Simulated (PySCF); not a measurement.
Isomers of C5H9OP. Method used: TDDFT CAM-B3LYP/def2-SVPD, vertical, gas phase, core orbitals frozen in the response in PySCF. Geometries: GFN2-xTB; one conformer of each isolated species. Triplets are in the Tamm–Dancoff approximation.

Question: Rank by computed lowest triplet energy, lowest first.
A. `CC(=O)P=C(C)C`
B. `C/C=C\P1(=O)CC1`
C. `C=C[P@@H](=O)C1CC1`
D. `CO/C=P/C1CC1`

Answer: A (2.42 eV), D (2.65 eV), B (4.21 eV), C (4.39 eV).

```
            SMILES  T1 (eV)  S1 (eV)  gap (eV)  HOMO (eV)  f (S1)    S1 mainly
     CC(=O)P=C(C)C     2.42     3.12      7.05      -7.94   0.001    H→L (87%)
      CO/C=P/C1CC1     2.65     4.92      7.61      -7.42   0.183    H→L (96%)
   C/C=C\P1(=O)CC1     4.21     5.47      8.63      -8.35   0.017    H→L (94%)
C=C[P@@H](=O)C1CC1     4.39     6.22      9.56      -9.16   0.003  H-1→L (60%)
```

H and L stand for HOMO and LUMO.

- `CC(=O)P=C(C)C`: Löwdin shares by element: HOMO oxygen 38%, phosphorus 32%, carbon 18% or more; LUMO carbon 45% or more, phosphorus 23%, oxygen 11% (atoms not listed hold the other 21%).
- `CO/C=P/C1CC1`: Löwdin shares by element: HOMO phosphorus 34%, carbon 33% or more, oxygen 19%; LUMO phosphorus 39%, carbon 38% or more, oxygen 11%.
- `C/C=C\P1(=O)CC1`: Löwdin shares by element: HOMO oxygen 37%, carbon 33% or more, phosphorus 18%; LUMO carbon 65% or more, phosphorus 10% (atoms not listed hold the other 25%).
- `C=C[P@@H](=O)C1CC1`: Löwdin shares by element: HOMO oxygen 55%, carbon 18% or more, phosphorus 14%; LUMO carbon 66% or more, phosphorus 9%, hydrogen 6% or more (atoms not listed hold the other 19%).
